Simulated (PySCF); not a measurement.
# What a mistake does to a calculation on B2GeH6O

These are calculations, not measurements. The program is PySCF 2.14.0, an open-source quantum chemistry code, run on an isolated molecule that a program drew, which may never have been made. The molecule is B2GeH6O (charge 0, singlet), drawn as the SMILES string `OB[BH][GeH3]`.

Each row is a Hartree-Fock (HF) and frozen-core CCSD(T) single point in the cc-pVDZ basis, meant for a local HF minimum. Run 1 is clean. Each other run has one planted mistake out of seven kinds, and not every kind appears here: one electron removed, one electron added, multiplicity raised by two, geometry at a saddle point, minimal basis STO-3G, one bond length entered in bohr, all coordinates scaled. The reference is restricted for singlets and unrestricted otherwise, and also for a bond in bohr. Adding or removing an electron swaps singlet and doublet. Electrons count all cores. HOMO and LUMO are orbital energies over both spins, the gradient is its largest component, and the lowest frequency (negative if imaginary) is given only where the gradient is small. Bond lengths are over the 9 bonds as drawn. T1 is the CCSD diagnostic: over 0.02 (restricted) or 0.045 (unrestricted) a single reference is doubtful. Germanium has the cc-pVDZ-PP basis, with a core potential (ECP10MDF) in place of its 10 inner electrons, and its 3s, 3p and 3d shells are frozen in CCSD(T).

Geometry of the clean run:
```xyz
10
B2GeH6O, angstrom
O     1.2888   -0.4958    2.0422
B     0.5761    0.3021    1.2108
B     1.2509    0.8714   -0.2412
Ge    2.3336    2.6567   -0.4079
H     0.8260   -0.7483    2.8265
H    -0.5512    0.6243    1.5194
H     1.0907    0.2754   -1.2736
H     1.6569    3.5999   -1.4163
H     2.4798    3.4244    0.9152
H     3.7483    2.3574   -0.9292
```

| run | electrons | basis functions | <S^2> | HOMO (eV) | LUMO (eV) | gradient (hartree/bohr) | lowest frequency (cm^-1) | mean bond (Å) | longest bond (Å) | T1 | HF (hartree) | CCSD(T) (hartree) | mistake |
|---|---|---|---|---|---|---|---|---|---|---|---|---|---|
| 1 | 56 | 95 | 0.000 | -10.37 | 1.56 | 1.5e-05 | 48 | 1.4578 | 2.095 | 0.0146 | -421.11032 | -421.62471 | no fault |
| 2 | 55 | 95 | 0.773 | -17.26 | -7.95 | 7.7e-02 | - | 1.4578 | 2.095 | 0.0269 | -420.77434 | -421.27130 | one electron removed |
| 3 | 56 | 95 | 0.876 | -8.57 | 0.74 | 5.7e-03 | - | 1.6098 | 2.906 | 0.0356 | -421.01356 | -421.51437 | one bond length entered in bohr |
| 4 | 57 | 95 | 0.762 | -0.59 | 8.32 | 3.5e-02 | - | 1.4578 | 2.095 | 0.0148 | -421.08969 | -421.62482 | one electron added |
| 5 | 56 | 95 | 2.027 | -7.21 | -1.39 | 3.5e-02 | - | 1.4578 | 2.095 | 0.0268 | -420.99398 | -421.50757 | ? |

**Which mistake was planted in run 5, and what did it cost?**

Electrons, basis and geometry are unchanged, and <S^2> is 2.027, beside S(S+1) = 2.00 for a multiplicity of 3. So the mistake is: multiplicity raised by two. Subtracting run 1 and multiplying by 627.51 kcal/mol a hartree, the energy moved by 73.0 kcal/mol in HF and 73.5 kcal/mol in CCSD(T).

